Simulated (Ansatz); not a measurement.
Gas-phase electronic energies from Ansatz, PBE0-D4/def2-TZVP geometries. CCSD(T)/CBS adds triple-zeta CCSD(T) − MP2 to the extrapolated MP2 energy (def2 sets, frozen cores). This one scheme is used for every species. Functionals use def2-TZVPP. B3LYP here is the variant with VWN-RPA as its local correlation; programs differ in this. Each species was taken in one conformer, which may not be the lowest.

Reaction (cleavage of the Si–Si bond): `F[SiH2][SiH2]Cl` + `N[Si](O)(O)F` → `O[Si](O)(F)N[SiH2]Cl` + `F[SiH3]`

`F[SiH2][SiH2]Cl`:

```xyz
8

F     0.021    2.347   -0.115
Si    0.551    0.945    0.462
Si   -0.616   -0.829   -0.530
Cl    0.188   -2.532    0.318
H     2.001    0.836    0.162
H     0.342    0.939    1.932
H    -0.418   -0.902   -1.998
H    -2.070   -0.803   -0.231
```

`N[Si](O)(O)F`:

```xyz
9

N    -1.055   -0.882    0.155
Si    0.123    0.265   -0.220
O     1.528   -0.560   -0.273
O     0.072    1.508    0.831
F    -0.054    1.000   -1.622
H    -1.999   -0.613    0.374
H    -0.998   -1.818   -0.209
H     2.236   -0.182   -0.795
H     0.148    1.281    1.759
```

`O[Si](O)(F)N[SiH2]Cl`:

```xyz
12

O     1.543   -1.415   -1.377
Si    0.274   -0.501   -0.957
O    -1.051   -1.266   -1.512
F     0.333    0.950   -1.606
N     0.321   -0.212    0.722
Si   -0.085    1.227    1.561
Cl   -2.110    1.630    1.440
H     1.451   -1.961   -2.160
H    -1.902   -0.844   -1.379
H     0.395   -1.038    1.301
H     0.233    1.033    2.992
H     0.597    2.396    0.975
```

`F[SiH3]`:

Cartesian coordinates in Å:
```
F 1.357 0.541 -0.546
Si -0.035 -0.014 0.014
H -1.100 0.952 -0.345
H 0.074 -0.146 1.486
H -0.296 -1.333 -0.609
```

| level | ΔE (kJ/mol) | difference from CCSD(T)/CBS |
| --- | --- | --- |
| PBE-D4 | -61.8 | 19.9 |
| r2SCAN-D4 | -76.4 | 5.3 |
| PBE0-D4 | -68.4 | 13.3 |
| B3LYP-D4 | -80.2 | 1.5 |
| B2PLYP | -81.7 | 0.0 |
| r2SCAN | -74.8 | 6.9 |
| B3LYP | -73.7 | 8.0 |
| HF/def2-TZVPP | -92.0 | -10.3 |
| SCS-MP2/def2-TZVPP | -92.2 | -10.5 |
| CCSD/def2-TZVPP | -84.7 | -3.0 |
| CCSD(T)/def2-TZVPP | -84.4 | -2.7 |
| HF/def2-QZVPP | -93.0 | -11.3 |
| SCS-MP2/def2-QZVPP | -90.9 | -9.2 |
| HF/CBS(def2) | -93.2 | -11.5 |
| MP2/CBS(def2) | -89.4 | -7.7 |
| CCSD/CBS(def2) | -82.0 | -0.3 |
| CCSD(T)/CBS | -81.7 | 0 |

Largest T1 diagnostic among the species: 0.011.

The D4 term adds −6.6 kJ/mol with B3LYP and −4.0 kJ/mol with PBE0; it sums over pairs of atoms, weighted by their polarisabilities, and B3LYP, whose exchange is more repulsive, gets the larger term. From PBE to PBE0 (25 % exact exchange), in def2-TZVPP and without D4, ΔE moves by −6.9 kJ/mol.
